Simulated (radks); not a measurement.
Values are calculated unless marked as measured or tabulated.
Neutral iridium, 77 electrons, occupied as [Xe] 4f14 5d7.5 6s1.5 (fractional occupations, a model configuration). Level of theory: scalar-relativistic Kohn-Sham, SCAN, spin-unpolarised, spherical densities, finite nucleus; meta-GGA in the generalised Kohn-Sham scheme; Fermi nuclear charge, rms radius 5.4032 fm (a radial shooting solver on a logarithmic mesh with Libxc functionals).

Local quantities along the radius. ELF = 1/(1 + alpha^2) is the electron localisation function; alpha = (tau - tau_W)/tau_unif compares the Pauli kinetic energy density with that of the uniform gas. tau is taken from the large components.

```
   r/bohr * ELF (the largest magnitude, 0.999, reaches the edge; | marks zero)
 0.001028 |                                                      *
 0.001393 |                                                      *
 0.001888 |                                                      *
 0.002559 |                                                      *
 0.003468 |                                                      *
   0.0047 |                                                      *
  0.00637 |                                                      *
 0.008633 |                                                     *
   0.0117 |                                                 *
  0.01586 |                                     *
  0.02149 |                    *
  0.02912 |                   *
  0.03947 |                                 *
  0.05349 |                                        *
   0.0725 |                              *
  0.09825 |                  *
   0.1332 |                                *
   0.1805 |                                     *
   0.2446 |                *
   0.3315 |                           *
   0.4492 |                                      *
   0.6088 |                         *
   0.8251 |                   *
    1.118 |                                *
    1.516 |                          *
    2.054 |                  *
    2.784 |                *
    3.773 |            *
    5.113 |    *
    6.929 *
    9.391 *
```

On this mesh the ELF has minima near r = 0.025, 0.098, 0.28, 0.71 bohr, which separate the shells, and maxima near 0.053 (0.74), 0.16 (0.71), 0.45 (0.71), 1.1 (0.61).
